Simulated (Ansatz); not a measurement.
# Which method gave which barrier?

Saddle point of SnH6O, closed shell (SnH₄O ([OH][SnH3]) + H₂ → SnH₄ + H₂O; bonds formed: Sn1–H7, O2–H6; bonds broken: Sn1–O2, H6–H7), PBE0-D4/def2-TZVP structure:

Sn1  (0.648, -0.366, 0.365)
O2  (-1.382, 0.239, -0.131)
H3  (1.041, -1.888, -0.282)
H4  (0.116, -0.569, 1.989)
H5  (1.894, 0.799, 0.388)
H6  (-0.724, 0.472, -1.094)
H7  (0.211, 0.340, -1.567)
H8  (-1.805, 0.972, 0.332)
(Å)

Ansatz 0.2.0; basis: def2-TZVPP, with def2-QZVPP for the basis limit; cores frozen in the correlated methods. Filled d shells of the heavier atoms are correlated. Core potentials replace the inner electrons of the atoms past krypton. The def2 sets are not built for correlating such inner shells, so the correlated values are less sure here. Extrapolation: Hartree–Fock as exp(−7.88 √X), correlation as X^−2.97. Four methods, as single points on the PBE0-D4 structures, gave these electronic barriers from the start structure: 29.03, 31.81, 38.12, 47.47 kcal/mol.

Q: The methods were, in alphabetical order, BHLYP-D4, HF, PBE-D4, r2SCAN-D4. Which gave which? (A judgement: the text doesn't fix the answer.)

A: By the calculation: PBE-D4 29.03; r2SCAN-D4 31.81; BHLYP-D4 38.12; HF 47.47 kcal/mol. For comparison, CCSD(T) at an estimated basis limit (MP2 extrapolated from triple and quadruple zeta, plus CCSD(T) − MP2 in triple zeta) gives 36.87 kcal/mol.

The T1 diagnostic stays at or below 0.015.

Labels in which every atom is bracketed show which atoms are joined, not bond orders.

For scale, one of the runs: CCSD(T)/def2-TZVPP, 165 basis functions, launched by `ansatz run in.yaml --threads 2 --pin off --events-out ev --progress --plain --max-ram 4352MiB`. Time: 52 s of wall clock on 2 CPU threads of an Arm Neoverse V1; the host was shared. Peak host memory: 1.5 GiB.
